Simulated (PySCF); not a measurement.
Isomers of C7H11NSi2, one GFN2-xTB conformer each. Single-point energies are computed at PBE0/pcSseg-1 (PySCF, gas phase, no added dispersion term), electronic only.

```csv
SMILES,GFN2-xTB relative energy (kJ/mol)
C=N[SiH2][SiH2]c1ccccc1,0.0
CC1=C[SiH2]CC=C[Si@H]1C#N,185.8
[SiH3][C@@]1(c2ccccn2)C[SiH2]1,17.0
C=CC[SiH2]C#C[SiH2]CC#N,253.0
C[Si@]1(C[SiH3])C=CC=C1C#N,156.5
```

Conformers: `[CH2:1]=[N:2][SiH2:3][SiH2:4][c:5]1[cH:6][cH:7][cH:8][cH:9][cH:10]1` with C1–N2–Si3–Si4 -111°, N2–Si3–Si4–C5 -168°, Si3–Si4–C5–C6 82°; `[CH3:1][C:2]1=[CH:3][SiH2:4][CH2:5][CH:6]=[CH:7][Si@H:8]1[C:9]#[N:10]` with C2–C3–Si4–C5 12°, C3–Si4–C5–C6 -70°, Si4–C5–C6–C7 74°, C6–C7–Si8–C9 -177°; `[SiH3:1][C@@:2]1([c:3]2[cH:4][cH:5][cH:6][cH:7][n:8]2)[CH2:9][SiH2:10]1` with Si1–C2–C3–C4 168°; `[CH2:1]=[CH:2][CH2:3][SiH2:4][C:5]#[C:6][SiH2:7][CH2:8][C:9]#[N:10]` with C1–C2–C3–Si4 -105°, C2–C3–Si4–C5 -178°, C6–Si7–C8–C9 180°; `[CH3:1][Si@:2]1([CH2:3][SiH3:4])[CH:5]=[CH:6][CH:7]=[C:8]1[C:9]#[N:10]` with C1–Si2–C3–Si4 60°.

Q: What does PBE0/pcSseg-1 give for the same structures?

A: 
```json
{"SMILES": "C=N[SiH2][SiH2]c1ccccc1", "PBE0/pcSseg-1 E (Eh)": "-906.38275", "PBE0/pcSseg-1 (kJ/mol)": "0.0", "GFN2-xTB (kJ/mol)": "0.0", "point group": "C1"}
{"SMILES": "C[Si@]1(C[SiH3])C=CC=C1C#N", "PBE0/pcSseg-1 E (Eh)": "-906.37953", "PBE0/pcSseg-1 (kJ/mol)": "8.4", "GFN2-xTB (kJ/mol)": "156.5", "point group": "C1"}
{"SMILES": "CC1=C[SiH2]CC=C[Si@H]1C#N", "PBE0/pcSseg-1 E (Eh)": "-906.37113", "PBE0/pcSseg-1 (kJ/mol)": "30.5", "GFN2-xTB (kJ/mol)": "185.8", "point group": "C1"}
{"SMILES": "[SiH3][C@@]1(c2ccccn2)C[SiH2]1", "PBE0/pcSseg-1 E (Eh)": "-906.35742", "PBE0/pcSseg-1 (kJ/mol)": "66.5", "GFN2-xTB (kJ/mol)": "17.0", "point group": "C1"}
{"SMILES": "C=CC[SiH2]C#C[SiH2]CC#N", "PBE0/pcSseg-1 E (Eh)": "-906.32045", "PBE0/pcSseg-1 (kJ/mol)": "163.6", "GFN2-xTB (kJ/mol)": "253.0", "point group": "C1"}
```

Both levels put the same isomer lowest; measured from each level's own lowest isomer, the values differ by up to 155.3 kJ/mol (CC1=C[SiH2]CC=C[Si@H]1C#N: 185.8 against 30.5). As drawn, the lowest has an aromatic ring, a C=N bond and an Si–Si bond, which the highest lacks; the highest has a C≡N group, a C≡C bond and a C=C bond outside aromatic rings, which the lowest lacks. Neighbours under 10 kJ/mol apart (C=N[SiH2][SiH2]c1ccccc1 and C[Si@]1(C[SiH3])C=CC=C1C#N) can change places with a better method, another conformer or zero-point energy.

Q: Which frontier levels, dipoles and rotational constants go with these structures?

A: 
```json
{"SMILES": "C=N[SiH2][SiH2]c1ccccc1", "HOMO (eV, PBE0/pcSseg-1)": "-6.93", "LUMO (eV)": "-0.97", "dipole (D)": "1.20", "A, B, C (MHz)": "2992, 404.6, 395.2"}
{"SMILES": "C[Si@]1(C[SiH3])C=CC=C1C#N", "HOMO (eV, PBE0/pcSseg-1)": "-7.05", "LUMO (eV)": "-2.41", "dipole (D)": "4.93", "A, B, C (MHz)": "1179, 812.4, 614.3"}
{"SMILES": "CC1=C[SiH2]CC=C[Si@H]1C#N", "HOMO (eV, PBE0/pcSseg-1)": "-7.52", "LUMO (eV)": "-1.28", "dipole (D)": "4.19", "A, B, C (MHz)": "1564, 744.1, 538.4"}
{"SMILES": "[SiH3][C@@]1(c2ccccn2)C[SiH2]1", "HOMO (eV, PBE0/pcSseg-1)": "-6.48", "LUMO (eV)": "-0.87", "dipole (D)": "2.93", "A, B, C (MHz)": "1641, 795.7, 597.7"}
{"SMILES": "C=CC[SiH2]C#C[SiH2]CC#N", "HOMO (eV, PBE0/pcSseg-1)": "-7.43", "LUMO (eV)": "-0.99", "dipole (D)": "4.52", "A, B, C (MHz)": "5071, 228.3, 222.8"}
```

Q: As an exercise, what shares would exp(−E/RT) give at 298.15 K from these electronic energies alone (no entropy, no degeneracies)?

A: RT = 2.479 kJ/mol: C=N[SiH2][SiH2]c1ccccc1 96.8 %, C[Si@]1(C[SiH3])C=CC=C1C#N 3.2 %, CC1=C[SiH2]CC=C[Si@H]1C#N under 0.1 %, [SiH3][C@@]1(c2ccccn2)C[SiH2]1 under 0.1 %, C=CC[SiH2]C#C[SiH2]CC#N under 0.1 %.
